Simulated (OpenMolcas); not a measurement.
## Levels of V IV by method

```json
{
  "Program": "OpenMolcas 26.06",
  "Basis": "ANO-RCC-VQZP [7s6p4d3f2g1h]",
  "Scalar Hamiltonian": "DKH2, point nucleus",
  "Active space": "8 electrons in 8 orbitals (RAS1 3p, at most 2 holes; RAS2 3d)",
  "State averaging": "2S+1 = 3 even, 10 roots; 2S+1 = 1 even, 15 roots",
  "Spin-orbit coupling": "RASSI with atomic mean-field integrals over the reference wave functions, term energies averaged over their components"
}
```

Methods on the same reference wave functions:
A. RASSCF
B. SS-RASPT2, IPEA 0.25 Eh, imaginary shift 0.1 Eh (closed shells correlated: 3s)

Energies in cm⁻¹ above 3d² ³F₂, the measured ground level; measured values from Sugar and Corliss, J. Phys. Chem. Ref. Data 7, 1191 (1978).

```tsv
Level	A	B	Measured
3d² ³F₂	0.0	0.0	0.0
3d² ³F₃	341	342	325
3d² ³F₄	781	782	735
3d² ¹D₂	12816	10910	10959
3d² ³P₀	15717	13690	
3d² ³P₁	15835	13810	13239
3d² ³P₂	16084	14060	13458
3d² ¹G₄	22385	18480	18391
3d² ¹S₀	46367	41810	42462
```

Deviations, from unrounded energies. A percentage is the sum of absolute deviations over the sum of measured energies, with the sign that they share, or ± where signs differ.

```json
{"Against measurement": "mean absolute deviation (cm-1)", "Levels": "7", "A": "2100", "B": "290"}
{"Against measurement": "fine structure of the ground term (%)", "Levels": "2", "A": "+5.8", "B": "+6.1"}
{"Against measurement": "other terms of the ground configuration (%)", "Levels": "5", "A": "+15.2", "B": "±2.0"}
```

B lies closest to measurement on these levels. The largest miss of B in the table is 3d² ¹S₀, by -660 cm-1. The ranking rests on the paired levels alone, and a cruder setting can come out closer through cancelling errors.

From A to B the spin-free energies of the other terms of 3d² shown, above ³F, scale by factors of 0.82 to 0.90, as is usual when dynamic correlation screens the repulsion within a d or f shell.

The lowest spin-free term lies below A's lowest term by 0.254 hartree in B.

CASPT2 does not keep the components of a term degenerate, so their means are used; among the terms shown or strongly mixed into the levels shown the widest spread is 480 cm-1 (3d² ¹G, B). Active for correlation alone: 3p; no level in the range computed is led by a configuration that opens it, so any true level of that kind is missing. Without dynamic correlation excited terms often stand tens of per cent too high (terms of higher spin than the ground term too low), and those without a measured partner can miss by more than the paired ones (holds for A). Measured partners are found by configuration, term and J. A level has none where our copy of the source lacks it or the pairing is in doubt (some pairs that miss far off the trend of their configuration count as doubtful), and it then counts in no deviation. Only configurations of the active space appear.
